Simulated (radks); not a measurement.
All-electron atom: Sn IV in [Kr] 4d10 5d1 (not the ground configuration). Calculated with a radial shooting solver on a logarithmic mesh with Libxc functionals: Dirac Kohn-Sham, B86b exchange with PBE correlation, spin-unpolarised, spherical densities, finite nucleus; open shells fill j = l - 1/2 first; Fermi nuclear charge, rms radius 4.6519 fm.

Unscreened Slater integrals over Kohn-Sham orbitals (eV). Large and small components are both included. Empty in this configuration: 5s1/2.

\begin{tabular}{lr}
integral & value \\ \hline
F0(5d3/2,5d3/2) & 7.2111 \\
F2(5d3/2,5d3/2) & 3.9172 \\
F0(5d3/2,4d5/2) & 9.2435 \\
F2(5d3/2,4d5/2) & 1.8912 \\
G2(5d3/2,4d5/2) & 0.57499 \\
G4(5d3/2,4d5/2) & 0.46207 \\
F0(5d3/2,4d3/2) & 9.2537 \\
F2(5d3/2,4d3/2) & 1.8711 \\
G0(5d3/2,4d3/2) & 0.49170 \\
G2(5d3/2,4d3/2) & 0.57467 \\
F0(5d3/2,4p3/2) & 9.3931 \\
F2(5d3/2,4p3/2) & 1.5928 \\
G1(5d3/2,4p3/2) & 0.69932 \\
G3(5d3/2,4p3/2) & 0.51924 \\
F0(5d3/2,5s1/2) & 8.4933 \\
G2(5d3/2,5s1/2) & 2.5689 \\
F0(4d5/2,4d5/2) & 22.812 \\
F2(4d5/2,4d5/2) & 11.490 \\
F4(4d5/2,4d5/2) & 7.5751 \\
F0(4d5/2,4d3/2) & 22.945 \\
F2(4d5/2,4d3/2) & 11.554 \\
G2(4d5/2,4d3/2) & 11.546 \\
G4(4d5/2,4d3/2) & 7.6131 \\
F0(4d5/2,4p3/2) & 24.800 \\
F2(4d5/2,4p3/2) & 12.490 \\
G1(4d5/2,4p3/2) & 15.860 \\
G3(4d5/2,4p3/2) & 9.7683 \\
F0(4d5/2,5s1/2) & 14.181 \\
G2(4d5/2,5s1/2) & 2.0858 \\
F0(4d3/2,4d3/2) & 23.080 \\
F2(4d3/2,4d3/2) & 11.622 \\
F0(4d3/2,4p3/2) & 24.971 \\
F2(4d3/2,4p3/2) & 12.607 \\
G1(4d3/2,4p3/2) & 16.029 \\
G3(4d3/2,4p3/2) & 9.8785 \\
F0(4d3/2,5s1/2) & 14.208 \\
G2(4d3/2,5s1/2) & 2.0229 \\
F0(4p3/2,4p3/2) & 27.396 \\
F2(4p3/2,4p3/2) & 14.372 \\
F0(4p3/2,5s1/2) & 14.561 \\
G1(4p3/2,5s1/2) & 1.0791 \\
F0(5s1/2,5s1/2) & 11.720 \\
\end{tabular}
